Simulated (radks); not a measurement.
Results of a calculation; reference values are marked as such.
Trend from Mg2+ to Ar2+: ionisation energy by Delta-SCF between NIST ground configurations, and size. Code: a radial shooting solver on a logarithmic mesh with Libxc functionals. Model: Dirac Kohn-Sham, PBE, spin-unpolarised, spherical densities, point nucleus; open shells fill j = l - 1/2 first.

species,configuration,IE (eV),NIST (eV),kind,-e(HOMO) (eV),r at 0.001 e/bohr^3 (bohr)
Mg2+,[Ne],81.079,80.144,exp.,66.603 (2p3/2),2.21
Al2+,[Ne] 3s1,28.442,28.448,exp.,23.747 (3s1/2),3.38
Si2+,[Ne] 3s2,33.971,33.493,exp.,28.535 (3s1/2),3.43
P2+,[Ne] 3s2 3p1,29.792,30.203,exp.,24.317 (3p1/2),3.46
S2+,[Ne] 3s2 3p2,34.107,34.86,semi-emp.,28.032 (3p1/2),3.39
Cl2+,[Ne] 3s2 3p3,38.225,39.8,semi-emp.,31.608 (3p3/2),3.29
Ar2+,[Ne] 3s2 3p4,42.484,40.74,semi-emp.,35.329 (3p3/2),3.19

Reference values: NIST Atomic Spectra Database (exp. = measured, semi-emp. = semi-empirical, theory = theoretical value adopted there). Spin polarisation and multiplet splitting are left out, so open shells lie too high by an amount that depends on their filling.

Beside tabulated values, note that spin-unpolarised runs miss the spin-polarisation part of the exchange energy of open shells.
